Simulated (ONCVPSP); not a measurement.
# Pt (Z = 78): one change to an ONCV potential, before and after

| Property | Result |
| --- | --- |
| Element | Pt (Z = 78) |
| Generator | ONCVPSP 4.0.1 |
| Type | optimised norm-conserving Vanderbilt (ONCV) |
| Functional | PBEsol |
| Relativity | scalar-relativistic |
| Frozen core | [Kr] 4d10 |
| Valence charge | 32 |
| Reference configuration | 4f14 5s2 5p6 5d8 (charge +2) |
| Partial waves | 5s: rc 1.70 bohr, ncon 4, nbas 7, qcut 9 1/bohr, 3 projectors, debl 0.7 Ha; 5p: rc 1.65 bohr, ncon 4, nbas 8, qcut 6.7 1/bohr, 2 projectors, debl 2.9 Ha; 5d: rc 2.40 bohr, ncon 4, nbas 9, qcut 8 1/bohr, 3 projectors, debl 0.4 Ha; 4f: rc 0.50 bohr, ncon 4, nbas 7, qcut 24.8 1/bohr, local |
| Local potential | the f channel |
| Core correction | Teter function, fcfact 5.5, rcfact 1.2 |

In the s channel the program set the typed energies aside and used -4.514, 0.050, 0.750 Ha. In the d channel the program set the typed energies aside and used -0.952, 0.250, 0.650 Ha.

Change: functional LDA (Perdew-Wang 92). In the s channel the program set the typed energies aside and used -4.528, 0.050, 0.750 Ha. In the d channel the program set the typed energies aside and used -0.962, 0.250, 0.650 Ha.

Cutoffs: the cutoffs (Ha) at which the residual kinetic energy of the hardest occupied pseudo-wave falls to 1 and 0.1 mHa per electron; they do not see the model core or the augmentation charge, which bear on the density cutoff. Errors are all-electron minus pseudo energies relative to the spin-unpolarised reference configuration.

Problem. What does the change do?

Solution. The potential gets neither clearly harder nor softer (798 Ha and 1069 Ha → 798 Ha and 1070 Ha); both files keep a bound ghost (d, p, s); of the 4 tests that both files solve, the error grows in 3 and shrinks in 0 by more than 15 % and 0.3 meV (median size 3.5 → 8.9 meV).

```tsv
quantity	base	changed
cutoff, loose	798 Ha	798 Ha
cutoff, tight	1069 Ha	1070 Ha
loose cutoff by channel	s 25 Ha, p 14 Ha, d 18 Ha, f 798 Ha	s 25 Ha, p 14 Ha, d 18 Ha, f 798 Ha
bound ghosts	s, p, d	s, p, d
GHOST(+) flags under 300 eV	p at 165.5 eV	p at 165.3 eV
error for 4f14 5s2 5p6 5d9 6s1, meV [ΔE -29.22 → -29.80 eV]	+4.5	+15
error for 4f14 5s2 5p6 5d9, meV [ΔE -20.00 → -20.26 eV]	+3.0	+13
error for 4f14 5s2 5p6 5d7, meV [ΔE 32.25 → 32.51 eV]	0.0	-4.1
error for 4f14 5s2 5p6 5d8 6s1, meV [ΔE -18.02 → -18.38 eV]	+4.0	+4.6
s: phases at 1.72 bohr within 0.05 rad from the reference energy up to (Ha; the scan ends near 5)	to the end of the scan	to the end of the scan
p: phases at 1.67 bohr within 0.05 rad from the reference energy up to (Ha; the scan ends near 5)	to the end of the scan	to the end of the scan
d: phases at 2.44 bohr within 0.05 rad from the reference energy up to (Ha; the scan ends near 5)	to the end of the scan	to the end of the scan
f: phases at 0.51 bohr within 0.05 rad from the reference energy up to (Ha; the scan ends near 5)	to the end of the scan	to the end of the scan
rms error of d²Exc/dni dnj with the model core, mHa	3.53	3.65
```

 A true bound ghost makes a file unfit for plane-wave use even where its test errors are small: the radial tests pick states by their node count and pass the ghost by.
